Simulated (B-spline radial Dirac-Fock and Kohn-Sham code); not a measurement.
**Relativistic shifts of the levels of Lu⁶⁷⁺**

System: the Lu⁶⁷⁺ ion, [He] 2s2.

Both columns are ΔSCF binding energies of the configuration average from a radial finite-basis atomic code: non-relativistic Hartree-Fock with a point nucleus, and Dirac-Fock with a finite nucleus and the Coulomb interaction alone, averaged over the two j levels with weights 2j+1.

```tsv
shell	Hartree-Fock (eV)	Dirac-Fock (eV)	shift (eV)	shift (%)
1s	66626.2	71705.0	+5078.82	+7.62
2s	16099.8	17640.7	+1540.98	+9.57
```

Relativity binds 1s, 2s more strongly, among those listed most of all 2s in relative terms.

Values without a named source are computed, but for edge energies of neutral atoms, which are taken from tables.
